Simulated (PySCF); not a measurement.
# Trend along the fourth-period p block: MMg cations

CCSD(T) with double-zeta basis sets in PySCF, for the lowest determinant that a PBE0 search found; no spin–orbit coupling. De refers to high-spin ground-configuration atoms (the charge goes to the atom of lower measured ionisation energy or higher electron affinity, which is not always the lowest computed limit).

| M | basis | reference, frozen orbitals | charged atom | state (unpaired electrons) | Re (Å) | ωe (cm⁻¹) | De (eV) |
| --- | --- | --- | --- | --- | --- | --- | --- |
| Ga | def2-SVP | RHF, 10 | Ga+ | singlet (closed shell) | 3.151 | 149 | 0.80 |
| Ge | def2-SVPD | UHF, 10 | Mg+ | doublet (π ↑) | 2.821 | 213 | 1.66 |
| As | aug-pcseg-1 | ROHF, 10 | Mg+ | triplet (π ↑↑) | 2.674 | 241 | 1.05 |
| Br | x2c-SVPall | RHF, 10 | Mg+ | singlet (closed shell) | 2.302 | 428 | 2.51 |

The shortest bond is that of MgBr⁺ (2.302 Å), the longest that of MgGa⁺ (3.151 Å). MgBr⁺ is bound most strongly (2.51 eV) and MgGa⁺ least (0.80 eV).

The rows differ in basis set, which adds steps of its own.

The state changes along the series, so neighbouring rows are not always alike in their bonding.

Correlated steps freeze 10 core orbitals. UHF and ROHF references stand side by side, which adds small steps between rows. Correlated levels converge slowly with the basis: in double zeta they bind strong bonds too weakly, by up to about 1 eV, and carry superposition errors of some tenths. For an ion De counts to the pair picked by the measured ionisation energies or electron affinities, which need not be the lowest pair at this level. Where the molecule has an RHF reference, its open-shell atoms are computed with UHF. States were picked by a PBE0 search and need not be the measured ground states.
